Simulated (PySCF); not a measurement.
# A ladder of Hamiltonians for Yb⁵⁶⁺ (ytterbium, charge +56)

Occupied: 1s1/2, 2s1/2, 2p1/2, 2p3/2, 3s1/2, 3p1/2. Hartree-Fock calculated with PySCF 2.14 in an even-tempered Gaussian basis (20 s from 7.2 bohr⁻², ratio 2.3; 16 p from 8.7 bohr⁻², ratio 2.3), Gaussian nucleus throughout. NR is non-relativistic, sf-X2C the spin-free one-electron X2C Hamiltonian, X2C adds the bare one-electron spin-orbit term, X2C-SNSO screens it by Boettger's factors, DC is four-component Dirac-Coulomb, and the Gaunt and Breit terms are added at first order (total energies over the DC spinors, levels after relaxing the spinors in that mean field). QED terms are absent. Levels marked empty are virtual spinors of this ion; the basis has s and p functions only, so 3d, which can lie below the n = 4 levels, is absent.

| Hamiltonian | E (hartree) | E − E(DC) (hartree) | CPU seconds |
| --- | --- | --- | --- |
| X2C | -10670.0076 | 3.4731 | 0.58 |
| X2C-SNSO | -10668.8426 | 4.6380 | 0.58 |
| DC | -10673.4807 | 0.0000 | 31 |
| DC+Gaunt | -10660.5107 | 12.9700 | 53 |
| DC+Breit | -10661.6842 | 11.7965 | 150 |

| level (eV) | X2C | X2C-SNSO | DC | DC+Gaunt | DC+Breit |
| --- | --- | --- | --- | --- | --- |
| 1s1/2 | -65970.6 | -65971.9 | -66042.0 | -65837.4 | -65851.5 |
| 2s1/2 | -14697.8 | -14698.4 | -14708.1 | -14685.9 | -14687.6 |
| 2p1/2 | -14270.0 | -14244.1 | -14249.9 | -14212.1 | -14215.9 |
| 2p3/2 | -13140.7 | -13149.8 | -13156.8 | -13131.8 | -13135.5 |
| 3s1/2 | -5890.8 | -5891.0 | -5893.4 | -5887.8 | -5888.5 |
| 3p1/2 | -5743.4 | -5736.8 | -5738.3 | -5728.7 | -5729.9 |
| 3p3/2 (empty) | -5339.4 | -5341.8 | -5343.3 | -5337.1 | -5338.4 |
| 4s1/2 (empty) | -3076.5 | -3076.5 | -3077.4 | -3075.2 | -3075.5 |

| interval (eV) | X2C | X2C-SNSO | DC | DC+Gaunt | DC+Breit |
| --- | --- | --- | --- | --- | --- |
| 2p3/2 − 2p1/2 | 1129 | 1094 | 1093 | 1080 | 1080 |

Weight of the small component: 1s1/2 0.0690, 2s1/2 0.0159, 2p1/2 0.0159, 2p3/2 0.0145, 3s1/2 0.00613, 3p1/2 0.00606, 3p3/2 0.00567, 4s1/2 0.00309.

Koopmans' value for the highest occupied level at DC+Breit: 5729.9 eV, against an ionisation energy of 5731 ± 5 eV (theoretical estimate listed by NIST; NIST Atomic Spectra Database, ionization energies); the former lacks relaxation, correlation, QED and recoil.

The whole ladder took 240 s of wall time on 1 thread of Neoverse-N1 (shared host), launched as `OMP_NUM_THREADS=1 python relrun2.py TASK.json OUT` (a driver that calls PySCF for each Hamiltonian).
